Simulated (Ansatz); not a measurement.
`CO[SiH2][SiH2]Cl` + `N[SiH3]` → `CO[SiH2]N[SiH3]` + `[SiH3]Cl`  (cleavage of the Si–Si bond)

Gas-phase electronic energies from Ansatz, PBE0-D4/def2-TZVP geometries. CBS: MP2 limit from def2 TZ/QZ plus the TZ coupled-cluster correction, frozen cores. This one scheme is used for every species. DFT in def2-TZVPP. One conformer a species, not always the lowest.

```
             level  ΔE (kcal/mol)
           PBE0-D4          -16.6
           ωB97X-V          -19.0
    MP2/def2-TZVPP          -21.8
SCS-MP2/def2-TZVPP          -22.0
```

**Question.** What does CCSD(T)/CBS give? (An estimate is asked.)

**Answer.** Computed: -19.9 kcal/mol. The listed levels differ from it by 3.3, 0.9, -1.9, -2.1 kcal/mol.

Largest T1 diagnostic among the species: 0.011.

In def2-TZVPP, CCSD(T) changes the Hartree–Fock value by +2.3 kcal/mol (the triples alone add +0.3 kcal/mol) and MP2 by +0.8 kcal/mol. From PBE to PBE0 (25 % exact exchange), in def2-TZVPP and without D4, ΔE moves by −1.6 kcal/mol.

CCSD(T)/CBS has its own doubt, a few kJ/mol and more with outer-core shells, so smaller differences from it don't rank the levels.
